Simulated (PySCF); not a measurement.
Species: CH5B2ClS2.
Bonds: B1–S2, S2–B3, B3–Cl4, B3–S5, S5–C6. Hydrogens: H7, H8 on B1; H9, H10, H11 on C6.

Method: PBE0-D3(BJ)/def2-SVP geometry optimisation, gas phase (PySCF 2.14.0); density fitting, grid level 1; the optimiser is geomeTRIC in internal coordinates, started from a GFN2-xTB structure with every atom displaced at random (about 0.01 Å).

Step 0: E = -36640.2161 eV
```
atom  x, y, z in Å  |  force x, y, z in eV/Å
B1     -2.6184    0.1539    0.6763   -0.283   0.384   0.182
S2     -0.8954    0.3797    0.7578    1.143   0.141   0.102
B3     -0.1371   -0.7128   -0.5154    1.280   0.824   0.876
Cl4    -1.0006   -1.7189   -1.5648   -0.963  -0.949  -0.987
S5      1.6592   -0.7572   -0.6876   -0.237   0.374   0.356
C6      2.2565    0.4307    0.5827   -0.639  -0.949  -0.080
H7     -3.1108   -0.5545   -0.0949   -0.526  -0.809  -0.762
H8     -3.2473    0.8220    1.4174   -0.349   0.299   0.465
H9      1.8635    1.4181    0.3921   -0.138   0.599  -0.143
H10     1.9349    0.0935    1.5759    0.052   0.026   0.045
H11     3.3335    0.4196    0.5248    0.661   0.061  -0.053
```

Problem. Estimate the geometry and energy of step 1. (The exact step hangs on the optimiser's Hessian estimate; all steps are aligned on step 0, rigid shifts and turns removed.)

Solution. E = -36640.3060 eV, largest force 1.176 eV/Å
```
atom  x, y, z in Å  |  force x, y, z in eV/Å
B1     -2.6607    0.1514    0.6683    0.070  -0.122  -0.109
S2     -0.8840    0.2614    0.8741   -0.118   0.129   0.163
B3     -0.1068   -0.7277   -0.4437   -0.722  -0.516  -0.771
Cl4    -1.0372   -1.7852   -1.5692    0.485   0.523   0.590
S5      1.6303   -0.6176   -0.7608    0.275  -0.143   0.077
C6      2.2764    0.4398    0.5671    0.070   0.257  -0.116
H7     -3.1660   -0.5754   -0.1455    0.045   0.042   0.003
H8     -3.2963    0.8640    1.3952   -0.035   0.026   0.104
H9      2.0204    1.4955    0.3753    0.019  -0.151   0.063
H10     1.8912    0.1379    1.5483   -0.006  -0.030   0.012
H11     3.3709    0.3302    0.5552   -0.083  -0.016  -0.015
```

The energy changes by -0.0899 eV. The first-order estimate −F·Δx gives -0.3686 eV and the mean of the old and new forces, exact on a quadratic surface, -0.1002 eV. The step makes an angle of 72° with the force vector and moves no atom by more than 0.176 Å.

The cost below is that of the whole optimisation. On one thread, Arm Neoverse V1 (aarch64), shared host with 32 logical CPUs at a one-minute load of 35, this took 64 s wall and 0.52 GiB of memory at its peak.
